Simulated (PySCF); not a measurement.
Compound: C3H3BF2Se.
Atom-mapped SMILES: `[F:1][BH:2][C:3]1=[C:4]([F:5])[CH2:6][Se:7]1` (hydrogens: H8 on B2; H9, H10 on C6)

Method: PBE0-D3(BJ)/def2-SVP geometry optimisation, gas phase in PySCF.

Question: List the bond lengths, angles and torsions at this level.

Answer: 
```tsv
bond	length (Å)
F1–B2	1.325
B2–C3	1.533
C3=C4	1.349
C4–F5	1.315
C4–C6	1.483
C6–Se7	1.987
C3–Se7	1.943
B2–H8	1.209
C6–H9, C6–H10	1.100
```

Bonds in one row agree within 0.01 Å and their mean is given. A selection of angles:
```tsv
angle	degrees
F1–B2–C3	119.6
F1–B2–H8	118.2
C3–B2–H8	122.2
B2–C3–C4	133.5
B2–C3–Se7	133.1
C4–C3–Se7	93.4
C3–C4–F5	129.0
C3–C4–C6	107.7
F5–C4–C6	123.3
C4–C6–Se7	87.6
C4–C6–H9	115.1
Se7–C6–H9	112.9
H9–C6–H10	110.7
C3–Se7–C6	71.2
```

Torsions: F1–B2–C3–C4 -179° (antiperiplanar); B2–C3–C4–F5 -1° (synperiplanar); C3–C4–C6–Se7 0° (synperiplanar); C4–C6–Se7–C3 0° (synperiplanar); B2–C3–Se7–C6 -179° (antiperiplanar).

B2 (three-coordinate boron) is planar (angles 122.2°, 119.6° and 118.2°, sum 360.0°, 0.00 Å off the plane of its three neighbours). The 7 heavy atoms lie in one plane (0.006 Å rms). The C–Se distances run from 1.943 Å (C3–Se7, drawn single) to 1.987 Å (C6–Se7, drawn single), a spread of 0.044 Å. The 4-membered ring C3–C4–C6–Se7 has internal angles of 71.2° to 107.7° (sum 360°, against 360° for a flat polygon); it is planar, 0.00 Å rms from its mean plane, widest ring torsion 0°. The C–C distances run from 1.349 Å (C3=C4, drawn double) to 1.483 Å (C4–C6, drawn single), a spread of 0.134 Å.

Point group: Cs (every atom within 0.08 Å of its image). Stationary, but not proved a minimum. One conformer, not necessarily the lowest.
